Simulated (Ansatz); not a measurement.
A structure relaxed at PBE0-D4/def2-TZVP, charge 0, multiplicity 1:

| atom | x (Å) | y (Å) | z (Å) |
| --- | --- | --- | --- |
| N1 | -0.906 | 0.527 | -0.090 |
| Si2 | 0.575 | -0.247 | 0.115 |
| F3 | 0.506 | -1.100 | 1.450 |
| F4 | 0.936 | -1.304 | -1.017 |
| H5 | -1.000 | 1.331 | -0.688 |
| H6 | -1.786 | 0.066 | 0.071 |
| H7 | 1.674 | 0.728 | 0.159 |

Task: Give its formula and SMILES.

Result: F2H3NSi, `N[SiH](F)F`.

Task: Summarise the bond lengths by kind.

Result: 1 × N–Si 1.684 Å; 2 × H–N 1.006 to 1.007 Å; 2 × F–Si 1.586 to 1.591 Å; 1 × H–Si 1.470 Å.

Results of the Gaussian-basis code of Ansatz.
